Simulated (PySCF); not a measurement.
MgO, SMILES [O]=[Mg]. The structure is a stationary point at PBE-D3(BJ)/def2-TZVPD.

Q: Give the equilibrium geometry at PBE-D3(BJ)/def2-TZVPD (PySCF confirms it by a frequency run) as Cartesian coordinates in Å, and its point group. (The exact figures need the calculation; the answer reports its results.)

A: point group C∞v.
```xyz
2

Mg     0.0000     0.0000    -0.7009
O      0.0000     0.0000     1.0513
```
Charge 0, spin multiplicity 1.
